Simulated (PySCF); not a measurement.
# Atomic charges by several schemes

Species: C₂H₇F₃OSi₂.
Structure used (GFN2-xTB), in Å, numbered top down from 1:
```xyz
15
C2H7F3OSi2 angstrom
F      2.233   -1.386    0.051
C      2.042   -0.090   -0.288
F      2.037   -0.096   -1.641
F      3.144    0.559    0.081
O      0.993    0.456    0.250
C     -0.293   -0.196   -0.089
Si    -0.990   -0.759    1.603
Si    -1.245    1.094   -1.135
H     -0.074   -1.073   -0.702
H     -1.138    0.436    2.427
H     -2.273   -1.410    1.340
H     -0.038   -1.692    2.203
H     -1.394    2.290   -0.311
H     -2.536    0.494   -1.470
H     -0.471    1.381   -2.341
```

Density: PBE0/pcSseg-1 (PySCF); schemes: Mulliken, IAO, Hirshfeld and ESP-fitted. Isolated species at its GFN2-xTB geometry (one conformer only).

Tabulate the Mulliken, IAO, Hirshfeld and ESP-fitted charges.

In e:

| atom | environment | Mulliken | IAO | Hirshfeld | ESP-fitted |
| --- | --- | --- | --- | --- | --- |
| F1 | fluorine of a CF3 group | -0.284 | -0.303 | -0.107 | -0.232 |
| C2 | CF3 carbon | +0.952 | +0.944 | +0.308 | +0.744 |
| F3 | fluorine of a CF3 group | -0.284 | -0.303 | -0.106 | -0.231 |
| F4 | fluorine of a CF3 group | -0.248 | -0.270 | -0.098 | -0.200 |
| O5 | ether oxygen | -0.464 | -0.354 | -0.126 | -0.340 |
| C6 | sp3 carbon bound to oxygen | -0.547 | -0.463 | -0.124 | -0.166 |
| Si7 | SiH3 silicon | +0.549 | +0.617 | +0.315 | +0.343 |
| Si8 | SiH3 silicon | +0.546 | +0.614 | +0.313 | +0.345 |
| H9 | methine hydrogen | +0.181 | +0.163 | +0.037 | +0.147 |
| H10 | Si–H hydrogen | -0.063 | -0.106 | -0.068 | -0.061 |
| H11 | Si–H hydrogen | -0.080 | -0.118 | -0.071 | -0.085 |
| H12 | Si–H hydrogen | -0.059 | -0.099 | -0.067 | -0.057 |
| H13 | Si–H hydrogen | -0.064 | -0.107 | -0.068 | -0.063 |
| H14 | Si–H hydrogen | -0.080 | -0.117 | -0.071 | -0.087 |
| H15 | Si–H hydrogen | -0.057 | -0.098 | -0.068 | -0.057 |

Mean size of the charges over all atoms: IAO 0.312 e, Mulliken 0.297 e, ESP-fitted 0.211 e, Hirshfeld 0.130 e. Each set sums to the total charge, 0, to within 0.001 e. The Mulliken scheme counts on each atom the diagonal of the density matrix times the overlap matrix over that atom's basis functions. The IAO scheme projects the occupied orbitals on a minimal set of polarised atomic orbitals and counts the electrons in each atom's part of it.

Lowest charge. The schemes don't all agree: Mulliken C6 (-0.547); IAO C6 (-0.463); Hirshfeld O5 (-0.126); ESP-fitted O5 (-0.340).

Highest charge. The schemes don't all agree: Mulliken C2 (+0.952); IAO C2 (+0.944); Hirshfeld Si7 (+0.315); ESP-fitted C2 (+0.744).

How closely do the schemes follow one another over all atoms?

Correlation coefficient and root-mean-square difference: Mulliken with IAO 0.99, 0.052 e; IAO with ESP-fitted 0.97, 0.141 e; Mulliken with ESP-fitted 0.97, 0.140 e; IAO with Hirshfeld 0.97, 0.243 e; Mulliken with Hirshfeld 0.94, 0.248 e; Hirshfeld with ESP-fitted 0.93, 0.140 e.

How many electrons does the ESP-fitted scheme count on Si7?

Z − q = 14 − (+0.343) = 13.657.

Sum the charges by element, for elements with more than one atom.

| element | atoms | Mulliken | IAO | Hirshfeld | ESP-fitted |
| --- | --- | --- | --- | --- | --- |
| F | 3 | -0.816 | -0.876 | -0.310 | -0.663 |
| C | 2 | +0.404 | +0.481 | +0.184 | +0.578 |
| Si | 2 | +1.096 | +1.231 | +0.628 | +0.689 |
| H | 7 | -0.220 | -0.482 | -0.375 | -0.263 |
